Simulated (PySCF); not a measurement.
Dipole moment and polarisability of `C#CC(=O)OCC#N`

C5H3NO2.
Structure used (GFN2-xTB), in Å, numbered top down from 1:
```xyz
11
C5H3NO2 angstrom
C      3.1818    0.1521    0.1788
C      2.0186   -0.1395    0.2084
C      0.6415   -0.5525    0.2990
O      0.2348   -1.4405    0.9976
O     -0.1212    0.1860   -0.5266
C     -1.5159   -0.1011   -0.5397
C     -2.2616    0.9343    0.1483
N     -2.8361    1.7549    0.6955
H      4.1973    0.4201    0.1417
H     -1.6995   -1.0652   -0.0419
H     -1.8343   -0.1459   -1.5871
```

Level: CAM-B3LYP/def2-SVPD (PySCF), static field, nuclei fixed, core orbitals frozen in the response. The polarisability tensor in these axes (au):

```
x   91.21 -2.39 -1.50
y   -2.39 58.94 -0.73
z   -1.50 -0.73 51.64
```

Problem. What are the eigenvalues, a third of the trace, and Δα (Δα² = ½Σ(αi − αj)² over the three pairs)?

Solution. Principal values 51.49, 58.86 and 91.44 au; mean 67.27 au = 9.97 Å³ = 11.09 × 10⁻⁴⁰ C²·m²/J; Δα = 36.82 au (55 % of the mean).

Problem. What is the dipole moment, and where does it point?

Solution. (2.41, -1.17, -2.73) D, 3.83 D in size, pointing from the negative to the positive side. Measured along this direction, the outermost atoms are N8 at the negative end and H9 at the positive end.

Problem. Sum over states: ᾱ = Σ f/ω², ω in Eh. What share falls to these 8 lowest TDDFT singlets (eV, f)? 5.04, 0.0000; 5.88, 0.0001; 6.13, 0.0812; 7.03, 0.0002; 7.39, 0.0101; 7.46, 0.0904; 7.93, 0.0008; 8.05, 0.0111.

Solution. They add up to 3.08 au, 4.6 % of the 67.27 au; the largest single term is 1.60 au, from the state at 6.13 eV. Terms in order: 0.00, 0.00, 1.60, 0.00, 0.14, 1.20, 0.01, 0.13 au. Higher excitations give the rest. The strengths listed sum to 0.194.

Problem. Find the Langevin capture rate constant for H3O+ (19.018 u) meeting this molecule (109.016 u), k = 2.342 × 10⁻⁹ cm³/s × √(α in Å³ / reduced mass in u).

Solution. The reduced mass is 16.19 u, so k = 1.84 × 10⁻⁹ cm³/s. The formula leaves out the permanent dipole, which adds to the capture rate.

Problem. Give the eigenvalues of the traceless quadrupole moment Θ = ½Σq(3rr − r²1), origin at the centre of nuclear charge.

Solution. -17.72, -2.58, 20.30 D·Å. The values depend on the origin, since the dipole doesn't vanish. The electronic extent ⟨r²⟩ about the same centre is 1091 bohr², a root-mean-square distance of 2.34 Å for the 56 electrons.

The structure is a single GFN2-xTB conformer in the gas phase; no vibrational or solvent corrections.
